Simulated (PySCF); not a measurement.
**Orbital picture of ZnH**

PBE0 at R = 1.606 Å; basis Zn x2c-TZVPPall, H x2c-TZVPPall; spin-free X2C with a Gaussian nucleus; PySCF 2.14. State: quartet, unpaired electrons σ ↑↑, π ↑, a second solution, started from another occupation. Only the outer orbitals are listed, counted within each symmetry.

| spin | orbital | occ. | ε (eV) | on Zn (%) | main shells (%) |
| --- | --- | --- | --- | --- | --- |
| α | 6σ | 1 | -15.55 | 79 | 75 Zn d, 20 H s |
| α | 3π | 1 | -14.62 | 100 | 100 Zn d |
| α | 3π | 1 | -14.44 | 100 | 100 Zn d |
| α | 1δ | 1 | -14.35 | 100 | 100 Zn d |
| α | 1δ | 1 | -14.34 | 100 | 100 Zn d |
| α | 7σ | 1 | -12.40 | 51 | 48 H s, 24 Zn d, 23 Zn s |
| α | 8σ | 1 | -6.38 | 87 | 75 Zn s, 13 H s, 11 Zn p |
| α | 4π | 1 | -2.78 | 98 | 98 Zn p |
| α | 4π | 0 | -0.78 | 98 | 98 Zn p |
| α | 9σ | 0 | 2.50 | 79 | 57 Zn p, 18 H s, 13 Zn s |
| α | 10σ | 0 | 3.17 | 105 | 81 Zn s, 19 Zn p |
| β | 6σ | 1 | -14.42 | 97 | 97 Zn d |
| β | 3π | 1 | -14.42 | 100 | 100 Zn d |
| β | 3π | 1 | -14.17 | 100 | 100 Zn d |
| β | 1δ | 1 | -14.10 | 100 | 100 Zn d |
| β | 1δ | 1 | -14.02 | 99 | 99 Zn d |
| β | 7σ | 0 | -6.34 | 58 | 48 Zn s, 42 H s |
| β | 8σ | 0 | -1.56 | 71 | 56 Zn s, 29 H s, 16 Zn p |
| β | 4π | 0 | 1.01 | 99 | 98 Zn p |

Question: Which are the highest filled and the lowest empty level, where do they sit, and how wide is the gap?

Answer: Highest filled α 4π at -2.78 eV (in %: 98 Zn p); lowest empty β 7σ at -6.34 eV (in %: 48 Zn s, 42 H s); the gap at PBE0 is -3.56 eV.

| Item | Value |
| --- | --- |
| bond order (Mayer) | 0.27 |
| ⟨S²⟩ | 3.754 |
| charge on Zn (Mulliken, basis-dependent) | -0.12 |
| charge on Zn (Löwdin, basis-dependent) | -0.13 |
| dipole moment (positive dipole means Zn(−)H(+)) | 1.51 D |

Shares are Mulliken populations and can fall outside 0 to 100 %.

Counting both spins, an empty level lies below a filled one in this solution, because spin and occupation are held.
